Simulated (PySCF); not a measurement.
Polarisability and C₆ of Ge¹⁷⁺ (germanium, charge +17)

[Ne] 3s2 3p3, high-spin 4S determinant. Calculation: PySCF 2.14, in an even-tempered Gaussian basis (18 s from 1.5 bohr⁻², ratio 2.5; 12 p from 2 bohr⁻², ratio 2.5; 5 d from 9.5 bohr⁻², ratio 2.7; 4 f from 14 bohr⁻², ratio 2.7); the spin-free X2C one-electron Hamiltonian (Gaussian nucleus). Coupled (time-dependent) response in atomic units; α is the mean over directions.

```tsv
method	mean α (bohr³)	C₆ (like pair)	S(−4)
UHF	0.1107	0.02896	0.02016
PBE0	0.1055	0.02754	0.01757
```

S(−4) is the Cauchy moment in α(ω) = α(0) + S(−4) ω² + …

α(iu) at UHF:

| u (hartree) | α(iu) (bohr³) |
| --- | --- |
| 0 | 0.1107 |
| 0.300 | 0.1090 |
| 0.600 | 0.1041 |
| 1.20 | 0.08949 |
| 1.80 | 0.07461 |
| 2.40 | 0.06245 |
| 3.00 | 0.05302 |
| 4.50 | 0.03745 |
| 6.00 | 0.02827 |
| 9.00 | 0.01843 |
| 15.0 | 0.01069 |

A single London oscillator, α(iu) = α/(1 + u²/ω²), gives C₆ = (3/4) ω α². Matching the computed C₆ needs ω = 4 × 0.02896 / (3 × 0.1107²) = 3.15 hartree.

For an ion, C₆ is the dispersion term alone; charge-induced terms of lower order in 1/R come first.

Spin-orbit coupling is strong in this species (close to jj coupling), so the high-spin LS determinant is a model state, not a physical level.
